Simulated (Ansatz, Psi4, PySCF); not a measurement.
C$_{4}$H$_{11}$BO$_{2}$ (SMILES CC(C)(C)B(O)O), singlet, geometry from GFN2-xTB, atoms displaced at random by about 0.08 Å a coordinate. Base run: PBE/STO-3G, gradient run with PySCF.

The PySCF input:
```python
from pyscf import gto, scf, dft

mol = gto.Mole()
mol.atom = '''
    B     1.048368   -0.329176    0.142593
    O     2.154624    0.069505   -0.419048
    H     1.973410    0.942237   -1.025118
    O     1.224505   -1.381701    0.806621
    H     2.126012   -1.790715    1.061194
    C    -0.543903    0.097307   -0.017287
    C    -1.421793   -0.719401   -0.689589
    C    -1.229594    0.780769    1.189185
    C    -0.701069    1.384008   -0.917794
    H    -2.654341   -0.714352   -0.756941
    H    -1.344479   -1.806173    0.211305
    H    -1.160406   -1.214362   -1.603256
    H    -1.166613   -0.143268    2.072401
    H    -0.673525    1.485646    1.803450
    H    -2.208154    0.936339    1.162314
    H     0.148632    2.392844   -0.714819
    H    -0.304965    1.038164   -2.007359
    H    -1.679191    1.912106   -1.031911
'''
mol.basis = 'sto-3g'
mol.charge = 0
mol.spin = 0
mol.verbose = 4
mol.build()

mf = dft.RKS(mol)
mf.xc = 'pbe'
mf.kernel()
g = mf.nuc_grad_method()
grad = g.kernel()
```

Programs used: Ansatz (a quantum-chemistry and plane-wave program), Psi4, PySCF; a row that names a program was run with it.

The coordinate followed is y of atom 16.

Variants of this job, named by their change:

```tsv
change	dE/dx (Eh/bohr)	net force (Eh/bohr)
base	0.069515	0.000101
grids.level = 5; grid_response = off	0.069513	0.000004
grids.level = 0; grid_response = off	0.068739	0.015247
code = psi4	0.069476	0.000087
grids.level = 1; grid_response = on	0.069509	0.000000
finite difference step (bohr) = 1e-5; conv_tol = 1e-11	0.069516	-
grids.level = 1; grid_response = off	0.069494	0.001198
code = ansatz	0.069513	0.000000
grid_response = on	0.069517	0.000000
conv_tol = 1e-4	0.069703	0.000101
finite difference step (bohr) = 0.2; conv_tol = 1e-11	0.068390	-
grids.level = 5; grid_response = on	0.069513	0.000000
```

The net force is zero for an exact gradient.
